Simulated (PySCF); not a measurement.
## Unknown: peak-picked proton spectrum

Formula C6H3F3O. The spectrum was simulated from the full spin Hamiltonian at 400 MHz with 0.6 Hz Lorentzian lines, from shifts rounded to 0.01 ppm and J to 0.1 Hz, couplings under 1 Hz left out.

Maxima in ppm (height), grouped by integral:
1H: 7.350 (22), 7.347 (35), 7.344 (43), 7.341 (52), 7.338 (51), 7.336 (40), 7.333 (34), 7.330 (20)
2H: 6.492 (25), 6.488 (24), 6.485 (26), 6.482 (55), 6.480 (25), 6.478 (59), 6.475 (59), 6.470 (58), 6.467 (100), 6.461 (99), 6.457 (36), 6.451 (42)

¹³C{¹H} NMR (computed): δ 156.0 (C, ddd, J = 371.2, 367.9, 44.4 Hz), 138.4 (C, ddd, J = 40.3, 10.9, 5.3 Hz), 136.8 (CH), 124.0 (C, ddd, J = 284.3, 49.6, 26.7 Hz), 107.8 (CH), 103.0 (CH, d, J = 2.2 Hz).

Computational details: shieldings: GIAO KT2/pcSseg-1, couplings computed with B3LYP/pcJ-1 (spin–dipole term only in couplings to heteroatoms), geometry from PBE0-D3(BJ)/def2-SVP, in PySCF (in vacuum, no relativistic terms, one conformer).

Referencing at the same level of theory: ¹H (σref 31.18) and ¹³C (σref 183.22) against TMS.

**Question.** Analyse the multiplets.

**Answer.** ¹H NMR (400 MHz, computed): δ 7.34 (ddt, J = 3.5, 2.3, 1.2 Hz, 1H), 6.48 (m, 1H), 6.46 (m, 1H). These are first-order names from the parameters used; overlap and second-order distortion can hide them in the list.

**Question.** What is the compound?

**Answer.** SMILES FC(F)=C(F)c1ccco1.

Structure with atom numbers: `[F:1][C:2]([F:3])=[C:4]([F:5])[c:6]1[cH:7][cH:8][cH:9][o:10]1`; H(Xn) means a hydrogen on atom n.

1. δ 7.34: H(C9), hydrogen on an aromatic CH next to the ring oxygen, coupled to F5 (3.5 Hz), H(C8) (2.3 Hz), F3 and F1 (1.2 Hz).
2. δ 6.48: H(C7), hydrogen on an aromatic CH, coupled to H(C8) (4.0 Hz), F5 (3.2 Hz), F1 (2.0 Hz).
3. δ 6.46: H(C8), hydrogen on an aromatic CH, coupled to H(C7) (4.0 Hz), H(C9) (2.3 Hz).

The data come from this structure; uniqueness wasn't tested.

C–F couplings over four or more bonds (about 3 Hz to the para carbon of a fluoroarene) are left out. Common functionals overestimate the size of one-bond C–F couplings by tens of Hz; these are unscaled. Multiplet labels drop couplings under 1 Hz and merge nearly equal ones. Unscaled 3J(H,H) at this level run about 10 % above measured values. Shifts are as computed. Against solution values, carbons near 30 ppm lie about +2 ppm off and those near 130 ppm about -5 ppm. Of 1211 compounds with measured shifts, 218 miss one by over three times the rms of a fit or turn the order of signals round; such compounds aren't used in these exercises.
